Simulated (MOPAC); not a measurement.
Job for MOPAC: PM3 on H2Se (SMILES [SeH2]).

```
PM3 1SCF PRECISE CHARGE=0 THREADS=1
H2Se

Se     0.36617594 1     0.44879997 1     3.44349340 1
H     -1.00237583 1    -0.01368903 1     3.18383706 1
H      0.12120967 1     0.49238226 1     4.89593779 1
```

The log:

```
*******************************************************************************
 **                                                                           **
 **                              MOPAC v23.2.5                                **
 **                                                                           **
 *******************************************************************************
 ** MOPAC's Digital Object Identifier: https://doi.org/10.5281/zenodo.6511958 **
 **                                                                           **
 ** Please cite the open-source release paper for use of this MOPAC version:  **
 ** J. E. Moussa and J. J. P. Stewart (2026)                                  **
 ** MOPAC: An open-source semiempirical molecular orbital program             **
 ** J. Open Source Softw., 11(119), 8025, https://doi.org/10.21105/joss.08025 **
 *******************************************************************************

                              PM3 CALCULATION RESULTS

 *******************************************************************************
 *  PM3        - The PM3 Hamiltonian to be used
 *
 *
 *
 *                 CHARGE ON SYSTEM = 0
 *
 *
 *
 *  PRECISE    - TIGHTER CRITERIA TO BE USED
 *  1SCF       - DO 1 SCF AND THEN STOP
 *  THREADS=1  - MULTI-THREADING NOT USED
 *  T=         - A TIME OF 172800.0 SECONDS REQUESTED
 *  DUMP=N     - RESTART FILE WRITTEN EVERY 7200.0 SECONDS REQUESTED
 *******************************************************************************
PM3 1SCF PRECISE CHARGE=0 THREADS=1
 H2Se

   ATOM   CHEMICAL          X               Y               Z
  NUMBER   SYMBOL      (ANGSTROMS)     (ANGSTROMS)     (ANGSTROMS)

     1      Se          0.36617594  *   0.44879997  *   3.44349340  *
     2       H         -1.00237583  *  -0.01368903  *   3.18383706  *
     3       H          0.12120967  *   0.49238226  *   4.89593779  *



          CARTESIAN COORDINATES

    NO.       ATOM           X           Y           Z

     1        Se          0.3662      0.4488      3.4435
     2         H         -1.0024     -0.0137      3.1838
     3         H          0.1212      0.4924      4.8959

  H: (PM3): J. J. P. STEWART, J. COMP. CHEM. 10, 209 (1989).
 Se: (PM3): J. J. P. STEWART, J. COMP. CHEM. 12, 320-341 (1991).

           Empirical Formula: H2 Se  =     3 atoms



      MOLECULAR POINT GROUP   :   C2v


      RHF CALCULATION, NO. OF DOUBLY OCCUPIED LEVELS = 4


 -------------------------------------------------------------------------------
 PM3 1SCF PRECISE CHARGE=0 THREADS=1
 H2Se



     1SCF WAS SPECIFIED, SO BFGS WAS NOT USED
     SCF FIELD WAS ACHIEVED


                              PM3 CALCULATION
                                                       MOPAC v23.2.5 Linux




          FINAL HEAT OF FORMATION =         22.76632 KCAL/MOL =      95.25427 KJ/MOL


          COSMO AREA              =         64.98 SQUARE ANGSTROMS
          COSMO VOLUME            =         47.93 CUBIC ANGSTROMS

          IONIZATION POTENTIAL    =          9.764458 EV
          HOMO LUMO ENERGIES (EV) =         -9.764 -0.528
          NO. OF FILLED LEVELS    =          4
          MOLECULAR WEIGHT        =         80.9758         POINT GROUP:  C2v

          MOLECULAR DIMENSIONS (Angstroms)

            Atom       Atom       Distance
            H     3    H     2     2.10946
           Se     1    H     3     1.02489
           Se     1    H     2     0.00000


          SCF CALCULATIONS        =          1





   ATOM   CHEMICAL          X               Y               Z
  NUMBER   SYMBOL      (ANGSTROMS)     (ANGSTROMS)     (ANGSTROMS)

     1      Se          0.36617594  *   0.44879997  *   3.44349340  *
     2       H         -1.00237583  *  -0.01368903  *   3.18383706  *
     3       H          0.12120967  *   0.49238226  *   4.89593779  *

                             CARTESIAN COORDINATES

   1   Se        0.366175940     0.448799970     3.443493400
   2    H       -1.002375830    -0.013689030     3.183837060
   3    H        0.121209670     0.492382260     4.895937790


           Empirical Formula: H2 Se  =     3 atoms



      MOLECULAR POINT GROUP   :   C2v


                  EIGENVALUES
 -20.19755 -14.43996 -11.49469  -9.76446  -0.52836   0.15334


              NET ATOMIC CHARGES AND DIPOLE CONTRIBUTIONS

  ATOM NO.   TYPE          CHARGE      No. of ELECS.   s-Pop       p-Pop
    1         Se           0.038613        5.9614     1.87496     4.08642
    2          H          -0.020452        1.0205     1.02045
    3          H          -0.018161        1.0182     1.01816
 DIPOLE           X         Y         Z       TOTAL
 POINT-CHG.     0.156     0.042    -0.101     0.190
 HYBRID        -1.199    -0.312     0.876     1.517
 SUM           -1.043    -0.270     0.775     1.327


          ATOMIC ORBITAL ELECTRON POPULATIONS

     Atom    s        px        py        pz
    1 Se   1.87496   1.13860   1.90421   1.04362
    2  H   1.02045
    3  H   1.01816

 **********************
 *                    *
 * JOB ENDED NORMALLY *
 *                    *
 **********************




 == MOPAC DONE ==
```

The run finished.

Cost: around 0.03 core-seconds (rough).
